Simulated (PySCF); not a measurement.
C₄H₅ClSi, SMILES C#C[Si@@H](C=C)Cl. Heavy atoms are numbered as in [CH:1]#[C:2][Si@H:3]([Cl:4])[CH:5]=[CH2:6]. Hydrogens are named by the atom that carries them.

Coordinates come from a B3LYP-D3(BJ)/def2-SVP optimisation. The structure was generated by enumeration; whether it is a known compound was not checked. Other conformers were not sampled.

Computed with PySCF with CAM-B3LYP/def2-TZVP.

ESP charges are fitted to the potential on shells at 1.4 to 2.0 van der Waals radii. Atomic charges (e), one atom of each kind:

```csv
atom,IAO,ESP fit
C1 (CH),-0.17,-0.42
C2,-0.35,0.05
Si3 (SiH),1.02,___
Cl4,-0.33,___
C5 (CH),-0.45,___
C6 (CH2),-0.25,___
H on C1,0.21,___
H on Si3,-0.13,0.00
H on C5,0.16,0.14
H on C6,0.15,0.17
```

Problem. Complete the blanks. (An estimate is asked for; the answer gives what the named calculation found.)

Solution. 
- Si3 (SiH), ESP fit: 0.18
- Cl4, ESP fit: -0.14
- C5 (CH), ESP fit: -0.13
- C6 (CH2), ESP fit: -0.35
- H on C1, ESP fit: 0.32

Computed Mayer and Wiberg (Löwdin basis) orders of the bonds:
```json
[
 {"bond": "C1–C2", "Mayer": "2.86", "Wiberg": "3.00"},
 {"bond": "C2–Si3", "Mayer": "0.97", "Wiberg": "1.13"},
 {"bond": "Si3–Cl4", "Mayer": "1.16", "Wiberg": "1.74"},
 {"bond": "Si3–C5", "Mayer": "0.99", "Wiberg": "1.11"},
 {"bond": "C5–C6", "Mayer": "1.87", "Wiberg": "2.20"}
]
```
